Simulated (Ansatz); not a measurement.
Ansatz (a quantum-chemistry and plane-wave program) input for C₅H₈Si, SMILES C#C[C@@H]1C[C@@H]1[SiH3], PBE/def2-SVPD. The structure is a stationary point at ωB97X-D3(BJ)/def2-SVP. The structure was generated by enumeration; whether it is a known compound was not checked.

Ansatz 0.2 input:
```yaml
crystal:
  periodic: [false, false, false]
  atoms:
    - {symbol: C, position_ang: [1.82918920, 1.78981917, 0.42521626]}
    - {symbol: C, position_ang: [1.44343167, 0.64337997, 0.44824996]}
    - {symbol: C, position_ang: [0.95308590, -0.72279406, 0.47736858]}
    - {symbol: C, position_ang: [0.55886204, -1.41483438, -0.80126041]}
    - {symbol: C, position_ang: [-0.51210523, -1.00259029, 0.17606045]}
    - {symbol: Si, position_ang: [-1.69094772, 0.40054355, -0.22414310]}
    - {symbol: H, position_ang: [2.17502445, 2.80823994, 0.40380257]}
    - {symbol: H, position_ang: [1.41466825, -1.34752206, 1.24935945]}
    - {symbol: H, position_ang: [0.80087535, -2.47765115, -0.89051038]}
    - {symbol: H, position_ang: [0.65967958, -0.84365608, -1.72925564]}
    - {symbol: H, position_ang: [-0.94305866, -1.81494626, 0.77271746]}
    - {symbol: H, position_ang: [-1.13119735, 1.24088744, -1.32001818]}
    - {symbol: H, position_ang: [-1.94629929, 1.24725698, 0.97716514]}
    - {symbol: H, position_ang: [-2.99120598, -0.17810104, -0.67906627]}
basis:
  gaussian:
    orbitals: def2-SVPD
hamiltonian:
  xc: {name: PBE}
```

It prints:

```
WARN ansatz: RAYON_NUM_THREADS=2 ignored (pool sized by the plan → 2); use --threads N
Functional definition: PBE
integrals: 0.13 GiB planned
1585 factors; their error is unknown
mean field: 0.90 GiB planned
mean field evaluation 1: about -13161.9596 eV, gradient 6.3e1 eV
mean field evaluation 2: about -13143.2190 eV, gradient 1.0e2 eV
mean field evaluation 4: about -13172.0511 eV, gradient 1.8e1 eV
mean field evaluation 8: about -13172.8296 eV, gradient 3.0e-1 eV
mean field evaluation 16: about -13172.7574 eV, gradient 6.2e-4 eV
mean field -13172.75735573 eV, -484.0899040073 hartree, gradient 2.1e-5 eV, S^2 0.000000; 0 other end points of the search recorded, 0 dependent functions left out
reference -13172.75740623 eV, -484.0899058631 hartree; 26, 26 occupied and 162, 162 virtual orbitals, 1585 factors
Total energy: -13172.75740623 eV, -484.0899058631 hartree
```

Self-consistency was reached.
